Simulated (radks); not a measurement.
Question: Pr, 59 electrons, occupied as [Xe] 4f3 6s2. Method: scalar-relativistic Kohn-Sham, LDA (Slater exchange, Perdew-Wang correlation), spin-polarised, spherical densities, point nucleus; open shells are filled with parallel spins first (spin-orbit coupling, left out, can overturn this in heavy ions); computed with a radial shooting solver on a logarithmic mesh with Libxc functionals. Some entries of the table are withheld. Estimate them.

orbital,occ.,eigenvalue (eV),r(max) (bohr)
1s down,1,-41774.83,0.01543
1s up,1,-41774.83,0.01543
2s up,1,-6721.244,0.08733
2s down,1,-6721.226,0.08733
2p up,3,-6016.818,0.07029
2p down,3,-6016.805,0.07029
3s up,1,-1449.537,0.2494
3s down,1,-1448.786,0.2493
3p up,3,-1226.413,0.2441
3p down,3,-1225.668,0.2440
3d up,5,-912.3159,0.2004
3d down,5,-911.7286,0.2004
4s up,1,-288.2798,0.5790
4s down,1,-286.2769,0.5788
4p up,3,-215.3449,0.6046
4p down,3,-213.3291,0.6043
4d up,5,-111.0262,0.6358
4d down,5,-109.0075,0.6354
5s up,1,(1),1.347
5s down,1,(2),1.353
5p up,3,(3),1.528
5p down,3,(4),1.539
6s up,1,-3.6500,3.758
6s down,1,-3.4919,3.830
4f up,3,-1.9990,0.6927
4f down,0,-0.3166,0.6946

Answer: 
(1) 5s up eigenvalue (eV): -39.6105
(2) 5s down eigenvalue (eV): -38.2916
(3) 5p up eigenvalue (eV): -21.9146
(4) 5p down eigenvalue (eV): -20.8787
